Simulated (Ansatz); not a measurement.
A run on C2H8Sn, SMILES `[CH3][SnH2][CH3]` with other settings.

```yaml
crystal:
  periodic: [false, false, false]
  atoms:
    - {symbol: C, position_ang: [-1.307361, 1.130295, -0.468031]}
    - {symbol: Sn, position_ang: [-0.265103, -0.733239, -0.293141]}
    - {symbol: C, position_ang: [1.579921, -0.440384, 0.755557]}
    - {symbol: H, position_ang: [-2.247723, 0.990835, -1.001619]}
    - {symbol: H, position_ang: [-0.696232, 1.849254, -1.014695]}
    - {symbol: H, position_ang: [-1.521658, 1.531966, 0.522907]}
    - {symbol: H, position_ang: [0.054015, -1.363500, -1.855276]}
    - {symbol: H, position_ang: [-1.238298, -1.859970, 0.556979]}
    - {symbol: H, position_ang: [2.205954, 0.271631, 0.216721]}
    - {symbol: H, position_ang: [1.382943, -0.050246, 1.754662]}
    - {symbol: H, position_ang: [2.118842, -1.383641, 0.846537]}
basis:
  gaussian: {orbitals: ANO-RCC-VTZP, final_grid: {core_spheres: 5, valence_spheres: 4, degree: 11}}
hamiltonian: {xc: {name: BLYP}, dispersion: d4}
scf: {lower_state_search: full}
output: {forces: true}
```

```sh
$ ansatz run in.yaml --threads 4 --pin off --events-out ev --progress --plain --max-ram 10444MiB
```

Shortened log:

```
Functional definition: BLYP
  name "BLYP"
  cite "Becke, Phys. Rev. A 38, 3098 (1988) doi:10.1103/PhysRevA.38.3098"
  cite "Lee, Yang & Parr, Phys. Rev. B 37, 785 (1988) doi:10.1103/PhysRevB.37.785"
  parameter beta = 0.0042
  parameter a = 0.04918
  parameter b = 0.132
  parameter c = 0.2533
  parameter d = 0.349
  exchange = b88_x(beta = beta)
  correlation = lyp_c(a = a, b = b, c = c, d = d)
1544 factors; their error is unknown
mean field evaluation 1: about -170261.8258 eV, gradient 9.3e1 eV
mean field evaluation 2: about -170224.9225 eV, gradient 1.3e2 eV
mean field evaluation 4: about -170281.2649 eV, gradient 1.1e1 eV
mean field evaluation 8: about -170281.4655 eV, gradient 1.7e0 eV
mean field evaluation 16: about -170281.4337 eV, gradient 2.4e-3 eV
mean field -170281.43369242 eV, -6257.7272672953 hartree, gradient 3.2e-5 eV, S^2 0.000000; 0 other end points of the search recorded, 0 dependent functions left out
the calculation of the forces begins
reference -170281.43423328 eV, -6257.7272871712 hartree; 35, 35 occupied and 205, 205 virtual orbitals, 1544 factors
Total energy: -170281.82905690 eV, -6257.7417966718 hartree
Relativity: scalar
Atom 0 at    -1.307361     1.130295    -0.468031 Å, force    -0.184854     0.631907     0.031377 eV/Å
Atom 1 at    -0.265103    -0.733239    -0.293141 Å, force    -0.188408    -0.507310    -0.206736 eV/Å
Atom 2 at     1.579921    -0.440384     0.755557 Å, force     0.514434     0.252213     0.325898 eV/Å
Atom 3 at    -2.247723     0.990835    -1.001619 Å, force    -0.148497     0.050850    -0.068656 eV/Å
Atom 4 at    -0.696232     1.849254    -1.014695 Å, force     0.066338    -0.000252    -0.084416 eV/Å
Atom 5 at    -1.521658     1.531966     0.522907 Å, force    -0.030138    -0.037200     0.096726 eV/Å
Atom 6 at     0.054015    -1.363500    -1.855276 Å, force     0.054661    -0.106379    -0.265641 eV/Å
Atom 7 at    -1.238298    -1.859970     0.556979 Å, force    -0.165317    -0.191287     0.144711 eV/Å
Atom 8 at     2.205954     0.271631     0.216721 Å, force     0.024675     0.021558    -0.102146 eV/Å
Atom 9 at     1.382943    -0.050246     1.754662 Å, force    -0.072363    -0.013512     0.079102 eV/Å
Atom 10 at     2.118842    -1.383641     0.846537 Å, force     0.129470    -0.100588     0.049781 eV/Å
Dipole moment:     0.053027     0.142482     0.057789 e Å
```

Run time 2.8 s (4 threads of an Intel Xeon 6975P-C on a shared host); peak host memory 0.62 GiB.
